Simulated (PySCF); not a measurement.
**Two-dimensional NMR puzzle**

Compound of formula C₇H₁₀AlN. Correlations simulated from computed shifts and the bond graph:

HSQC (one-bond C–H):
```csv
δH,δC
9.10,161.4
8.93,160.2
8.82,147.9
7.53,126.7
6.75,138.1
6.42,123.8
5.91,123.8
```

COSY cross peaks (H two or three bonds apart, from the bond graph; peaks can be absent where the dihedral angle is near 90°):
```csv
δH,δH
8.93,7.53
8.82,7.53
6.75,6.42
6.75,5.91
6.42,5.91
```

HMBC (two and three bonds, from the bond graph):
```csv
δH,δC
9.10,"160.2, 147.9, 138.1, 135.6"
8.93,"161.4, 147.9, 126.7"
8.82,"161.4, 160.2, 138.1, 135.6, 126.7"
7.53,"160.2, 147.9, 135.6"
6.75,"161.4, 147.9, 135.6, 123.8"
6.42,"138.1, 135.6"
5.91,"138.1, 135.6"
4.12,"161.4, 160.2"
```

Carbons without hydrogens: δ 135.6.

Method: NMR shieldings at HF/pcSseg-1/GIAO, PBE0-D3(BJ)/def2-SVP geometry, in PySCF 2.14 (rapidly exchanging positions averaged, relativity neglected, one computed conformer, no solvent).

Scale: ¹H and ¹³C against TMS (reference shieldings calculated alike).

Exchangeable hydrogens are left out of these lists.

**Question.** Assemble the structure.

**Answer.** SMILES C=Cc1ccc[n+]([AlH3-])c1.

Atoms are numbered as in `[CH2:1]=[CH:2][c:3]1[cH:4][cH:5][cH:6][n+:7]([AlH3-:8])[cH:9]1`. Hydrogens are named by the atom that carries them. Ha(C1) is cis to C3; Hb(C1) is trans to C3.

δC 161.4 is C9, an aromatic CH next to a ring nitrogen (δH 9.10). δC 160.2 is C6, an aromatic CH next to a ring nitrogen (δH 8.93). δC 147.9 is C4, an aromatic CH (δH 8.82). δC 138.1 is C2, an alkene CH (δH 6.75). δC 135.6 is C3, a substituted aromatic carbon. δC 126.7 is C5, an aromatic CH (δH 7.53). δC 123.8 is C1, a terminal =CH2 carbon (δH 5.91, 6.42). HMBC from δH 9.10 reaches the proton-free carbon C3. HMBC from δH 8.82 reaches the proton-free carbon C3. HMBC from δH 7.53 reaches the proton-free carbon C3. HMBC from δH 6.75 reaches the proton-free carbon C3. COSY links 8.93–7.53, 8.82–7.53, 6.75–6.42, 6.75–5.91, 6.42–5.91.

The data come from this structure; uniqueness wasn't tested.

Hydrides on Al or Ga are broadened by the quadrupolar metal nucleus. Shifts are as computed. Against solution values, carbons near 30 ppm lie about -0 ppm off and those near 130 ppm about +7 ppm. Of 1309 compounds with measured shifts, 239 miss one by over three times the rms of a fit or turn the order of signals round; such compounds aren't used in these exercises.
